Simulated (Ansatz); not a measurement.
CH₅FSSi (SMILES CS[SiH2]F), singlet, geometry from GFN2-xTB, atoms displaced at random by about 0.08 Å a coordinate; Ansatz (a first-principles code) with PBE/STO-3G, gradient.

Ansatz was given this input:
Ansatz 0.2 input:
```yaml
crystal:
  periodic: [false, false, false]
  atoms:
    - {symbol: Si, position_ang: [1.23696901, -0.17527173, -0.20314458]}
    - {symbol: F, position_ang: [0.84469074, 0.65141610, -1.61809757]}
    - {symbol: S, position_ang: [-0.67093007, 0.05277683, 1.05293386]}
    - {symbol: C, position_ang: [-1.93648728, -0.51667394, -0.18230775]}
    - {symbol: H, position_ang: [1.49993155, -1.56486220, -0.42421296]}
    - {symbol: H, position_ang: [2.24794279, 0.56650422, 0.56977354]}
    - {symbol: H, position_ang: [-2.83367886, -0.19687737, 0.24796005]}
    - {symbol: H, position_ang: [-1.83005985, 0.14136922, -1.02794372]}
    - {symbol: H, position_ang: [-1.61557336, -1.48574093, -0.45402058]}
basis:
  gaussian:
    orbitals: STO-3G
hamiltonian:
  xc: pbe
output: {forces: true}
```

The log (banner, timings and long lists left out):

```
Functional definition: PBE
402 factors; integrals over basis functions are off by at most 3.9e-5 eV
mean field evaluation 1: about -22269.2397 eV, gradient 2.2e1 eV
mean field evaluation 2: about -22266.6455 eV, gradient 3.6e1 eV
mean field evaluation 4: about -22271.0784 eV, gradient 2.0e0 eV
mean field evaluation 8: about -22271.0350 eV, gradient 4.0e-2 eV
mean field -22271.03504605 eV, -818.4454420927 hartree, gradient 5.5e-5 eV, S^2 0.000000; 0 other end points of the search recorded, 0 dependent functions left out
the calculation of the forces begins
reference -22271.03506606 eV, -818.4454428279 hartree; 25, 25 occupied and 8, 8 virtual orbitals, 402 factors
Total energy: -22271.03506606 eV, -818.4454428279 hartree
Atom 0 at     1.236969    -0.175272    -0.203145 Å, force    -3.037421     2.009275     1.001743 eV/Å
Atom 1 at     0.844691     0.651416    -1.618098 Å, force     0.575539    -0.594876     0.418972 eV/Å
Atom 2 at    -0.670930     0.052777     1.052934 Å, force     1.695080    -0.096380    -0.546793 eV/Å
Atom 3 at    -1.936487    -0.516674    -0.182308 Å, force     3.776037     2.592237     0.492520 eV/Å
Atom 4 at     1.499932    -1.564862    -0.424213 Å, force     0.491149    -0.741877    -0.303334 eV/Å
Atom 5 at     2.247943     0.566504     0.569774 Å, force     0.139015    -0.396827    -0.250452 eV/Å
Atom 6 at    -2.833679    -0.196877     0.247960 Å, force    -2.756491    -0.869294     1.085469 eV/Å
Atom 7 at    -1.830060     0.141369    -1.027944 Å, force     0.159123     0.420373    -1.399684 eV/Å
Atom 8 at    -1.615573    -1.485741    -0.454021 Å, force    -1.042031    -2.322631    -0.498441 eV/Å
Dipole moment:     0.181528    -0.130659    -0.159345 e Å
```
